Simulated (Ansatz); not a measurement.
Molecule: COOs, net charge 0, triplet state. The spin state was set by rule; other spins were not relaxed. 
Geometry from a B3LYP-D3(BJ)/def2-TZVP (Ansatz, a first-principles code) optimisation:
```
C
O 1 1.1577
Os 1 1.7887 2 180.00
```
Charge 0, spin multiplicity 3.

Total electronic energies in hartree. Correlated levels leave the core frozen unless marked. UHF or UKS for open shells. Spin-orbit coupling is left out. The frozen core is the preceding noble-gas configuration, with the filled d and f shells of earlier blocks. In def2 rows, elements after Kr have scalar-relativistic effective core potentials. CBS marks a two-point X^-3 extrapolation of the correlation energy; Hartree-Fock from the larger set. [CCSD(T)-MP2]/basis is that difference in the basis named.

The UHF reference is spin-contaminated (<S^2> 0.39 over the pure value in the largest basis). The T1 diagnostic of CCSD in the largest basis is 0.065, which is high, so the coupled-cluster rows are less sure than usual.

```csv
level,program,energy (Eh)
HF/def2-QZVPP,Ansatz,-202.61074
RI-HF/def2-QZVPP,Ansatz,-202.61064
RI-HF/def2-QZVPPD,Ansatz,-202.61068
BLYP-D3(BJ)/def2-TZVPD,Ansatz + dftd3,-204.00027
revPBE/def2-TZVPD,Ansatz,?
r2SCAN/def2-TZVPD,Ansatz,-203.99314
PBE0/def2-SVP,Ansatz,-203.73012
PBE0-D3(BJ)/def2-TZVP,Ansatz + dftd3,-203.87226
PBE0/def2-TZVP,Ansatz,-203.87054
PBE0/def2-QZVPP,Ansatz,-203.87834
BHLYP-D4/def2-TZVPD,Ansatz + dftd4,-203.80105
r2SCANh/def2-TZVPD,Ansatz,-203.95742
HSE06-D4/def2-TZVPD,Ansatz + dftd4,-203.86771
CAM-B3LYP-D3(BJ)/def2-TZVPD,Ansatz + dftd3,-203.90665
CAM-B3LYP-D4/def2-TZVPD,Ansatz + dftd4,-203.90684
B2PLYP/def2-TZVPD,Ansatz,-203.71633
MP2/def2-TZVPP,Ansatz,-203.23268
RI-MP2/def2-TZVPPD,Ansatz,-203.23630
"RI-MP2/CBS(def2-TZVPP,def2-QZVPP)",Ansatz,-203.3098
SCS-MP2/def2-TZVPP,Ansatz,-203.18930
CCSD/def2-SVPD,Ansatz,-202.97794
CCSD/def2-TZVPPD,Ansatz,-203.22313
"RI-MP2/CBS(def2-TZVPPD,def2-QZVPPD)+[CCSD(T)-MP2]/def2-TZVPPD",Ansatz,-203.3333
```

Task: Some entries are withheld; supply them.

Result: 
- revPBE/def2-TZVPD, energy (Eh): -204.07088
